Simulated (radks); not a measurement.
Values are calculated unless marked as measured or tabulated.
Q: Ionisation of Al3+, [Ne], to Al4+, [He] 2s2 2p5, under several functionals. Scalar-relativistic Kohn-Sham, spin-polarised, spherical densities, finite nucleus; open shells are filled with parallel spins first; a radial shooting solver on a logarithmic mesh with Libxc functionals. Known Delta-SCF values: AM05 120.11 eV; Wu-Cohen GGA 120.35 eV. What does B86b exchange with PBE correlation give, and what is its highest occupied eigenvalue?

A: 120.43 eV by Delta-SCF; the 2p eigenvalue is -104.22 eV. NIST: 119.99 eV (measured).
